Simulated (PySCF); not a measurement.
Si(Cl)(H)2(SeH) (ClH3SeSi), SMILES [SiH2](Cl)[SeH].

Coordinates come from a TPSSh-D3(BJ)/def2-SVP optimisation. The values are those of a single conformer.

Level of theory: PBE0/def2-TZVPD (PySCF).

Gas-phase values at a fixed geometry.

```yaml
total_energy: -3152.58784 hartree
point_group: Cs
highest_occupied_level: -7.36 eV
lowest_empty_level: -0.59 eV
orbital_gap: 6.78 eV
dipole_moment: 1.70 D
quadrupole, principal values (traceless, Buckingham form, about the centre of nuclear charge): -2.75, -0.74, 3.49 D·Å
mean_static_polarisability: 70.6 bohr³ (10.47 Å³)
polarisability_principal_values: 59.3, 67.4, 85.2 bohr³
```
